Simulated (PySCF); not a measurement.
A calculated (TPSSh, PySCF 2.14, x2c-QZVPPall, scalar relativity by spin-free X2C-1e) atom or ion has these occupied shells.

```tsv
shell	electrons	orbital energy (eV)	rms radius, mean of both spins (bohr)
1s β	1	-18833.8	0.0415
1s α	1	-18833.8	0.0415
2s α	1	-2643.7	0.171
2s β	1	-2643.4	0.171
2p α	3	-2358.9	0.152
2p β	3	-2358.7	0.152
3s α	1	-446.39	0.474
3s β	1	-446.23	0.474
3p α	3	-352.67	0.480
3p β	3	-352.46	0.480
3d α	5	-199.76	0.476
3d β	5	-199.39	0.476
4s α	1	-61.912	1.24
4s β	1	-59.715	1.24
4p α	3	-37.595	1.40
4p β	3	-34.919	1.40
4d α	4	-5.232	2.33
5p α	1	-2.257	5.38
```

Task: Name the element and its charge.

Result: Nb (niobium, neutral), in [Kr] 4d4 5p1, one real determinant (an excited configuration).
